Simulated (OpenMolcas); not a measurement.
N+, P+, As+, Sb+, Bi+: ns2 np2 down the group

```json
{
 "Program": "OpenMolcas",
 "Method": "XMS-CASPT2, IPEA 0.25 Eh, imaginary shift 0.1 Eh",
 "Basis": "ANO-RCC-VTZP",
 "Scalar Hamiltonian": "DKH2, point nucleus",
 "Spin-orbit coupling": "RASSI with atomic mean-field integrals over the reference wave functions, term energies averaged over their components"
}
```

Active space for each ion: 2 electrons in 3 orbitals (p); closed shells correlated by CASPT2: N+ 1s 2s; P+ 2s 2p 3s; As+ 3d 4s; Sb+ 4d 5s; Bi+ 5d 6s.

Computed levels in cm-1 above 3P0:

```
                               Level     N+     P+    As+    Sb+    Bi+
                                 3P1   47.3    146    936   2620  11330
                                 3P2    141    421   2290   5060  15040
                                 1D2  15600   8880   9980  12160  29560
                                 1S0  36440  22390  23060  23590  40050
weight of 3P in the lowest level (%)    100    100     99     96     85
```

Mixed levels, with the weight of the term that names them: Bi+ 3P2 (55 %), Bi+ 1D2 (55 %).

Measured, with the error of the calculation in %. Measured levels: N+, P+, As+, Sb+, Bi+ from NIST Handbook of Basic Atomic Spectroscopic Data.

```tsv
Level	N+	P+	As+	Sb+	Bi+
3P1	48.7 (-2.8)	165 (-11.3)	1063 (-12.0)	3055 (-14.4)	13325 (-15.0)
3P2	131 (+7.5)	469 (-10.3)	2541 (-10.0)	5658 (-10.5)	
1D2	15316 (+1.9)	8882 (0)	10096 (-1.1)	12790 (-4.9)	
1S0	32689 (+11.5)	21576 (+3.8)	22599 (+2.0)	23906 (-1.3)	44174 (-9.3)
```

The fine-structure level 3P2 changes by a factor of 107 from N+ to Bi+.

Without spin-orbit coupling 1D lies 15510, 8590, 8150, 7020, 6480 cm-1 above 3P in that order; the difference to the level 1D2, of either sign, comes from spin-orbit coupling, which also lowers the zero.

CASPT2 does not keep the components of a term degenerate, so their means are used; among the terms shown or strongly mixed into the levels shown the widest spread is 950 cm-1 (6s2 6p2 1D, Bi+). With the s shell closed, the reference lacks s² → p² mixing. Computed and measured levels are paired by configuration, term and J; levels that our copy of the source lacks, or whose pairing is in doubt (as where it misses far off the trend of its configuration), stay unpaired and out of the deviations. Where the source uses jj or jK labels, the order within each J decides. Only configurations of the active space appear.
